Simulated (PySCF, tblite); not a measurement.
Isomers of C5H15PSi, one GFN2-xTB conformer each. Single-point energies are computed at PBE0/pcSseg-1 (PySCF, gas phase, no added dispersion term), electronic only.

```
          SMILES  GFN2-xTB relative energy (kcal/mol)
CP(C)[Si](C)(C)C                                 10.7
C[SiH2]P(C)C(C)C                                  0.0
```

Conformers: `[CH3:1][SiH2:2][P:3]([CH3:4])[CH:5]([CH3:6])[CH3:7]` with C1–Si2–P3–C4 61°, Si2–P3–C5–C6 -170°.

Question: What does PBE0/pcSseg-1 give for the same structures?

Answer: 
```
          SMILES  PBE0/pcSseg-1 E (Eh)  PBE0/pcSseg-1 (kcal/mol)  GFN2-xTB (kcal/mol)  point group
CP(C)[Si](C)(C)C            -829.89972                       0.0                 10.7      near Cs
C[SiH2]P(C)C(C)C            -829.87023                      18.5                  0.0           C1
```

GFN2-xTB puts C[SiH2]P(C)C(C)C lowest instead. 

Question: Which frontier levels, dipoles and rotational constants go with these structures?

Answer: 
```json
{"SMILES": "CP(C)[Si](C)(C)C", "HOMO (eV, PBE0/pcSseg-1)": "-6.27", "LUMO (eV)": "0.85", "dipole (D)": "1.37", "A, B, C (MHz)": "2030, 1247, 1118"}
{"SMILES": "C[SiH2]P(C)C(C)C", "HOMO (eV, PBE0/pcSseg-1)": "-6.47", "LUMO (eV)": "0.40", "dipole (D)": "1.18", "A, B, C (MHz)": "2816, 1071, 851.2"}
```

Question: What happens when harmonic zero-point energies from GFN2-xTB frequencies are added?

Answer: 
| SMILES | ZPE (kcal/mol) | electronic (kcal/mol) | with ZPE (kcal/mol) |
| --- | --- | --- | --- |
| CP(C)[Si](C)(C)C | 116.4 | 0.0 | 0.0 |
| C[SiH2]P(C)C(C)C | 115.2 | 18.5 | 17.3 |

The zero-point energies span 1.2 kcal/mol. The order is unchanged.
